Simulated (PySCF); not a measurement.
Problem. Give a PBE0-D3(BJ)/def2-SVP geometry of `NP(C(F)(F)F)C(F)(F)F`.

Solution. 
Z-matrix in Å and degrees, rows numbered from 1:
```
N 
P   1  1.6750
C   2  1.8953  1   98.63
F   3  1.3359  2  113.59  1   -41.16
F   3  1.3327  2  108.73  1    78.18
F   3  1.3318  2  110.81  1  -162.92
C   2  1.8984  1  100.55  3   -98.13
F   7  1.3372  2  113.32  1    43.22
F   7  1.3301  2  111.73  1   165.45
F   7  1.3360  2  108.20  1   -75.43
H   1  1.0149  2  122.38  3    55.95
H   1  1.0108  2  119.06  3  -144.73
```

P2 (three-coordinate phosphorus) is pyramidal (angles 100.5°, 98.6° and 96.3°, sum 295.5°, 0.88 Å off the plane of its three neighbours). Of the pairs four or more bonds apart, F4···F8 is among the closest relative to their van der Waals radii: 2.77 Å, 94 % of the sum of Bondi's values. N1 (nitrogen bonded to P and 2 H) is almost planar (angles 122.4°, 119.1° and 115.5°, sum 356.9°, 0.12 Å off the plane of its three neighbours).

Computed, not measured: PBE0-D3(BJ)/def2-SVP geometry optimisation, gas phase (PySCF).

Point group: near Cs, missed by 0.29 Å at most; the miss may be what the optimiser left on a soft mode. No PBE0-D3(BJ)/def2-SVP frequencies stand behind this structure, so it isn't proved a minimum. The numbers are those of one conformer (H–N1–P2–C3 56° and -145°).

Time: 1.9 min of wall time; peak memory 0.67 GiB. Hardware: one thread, Arm Neoverse V1 (aarch64), shared host with 32 logical CPUs at a one-minute load of 11. These figures are those of the optimisation.
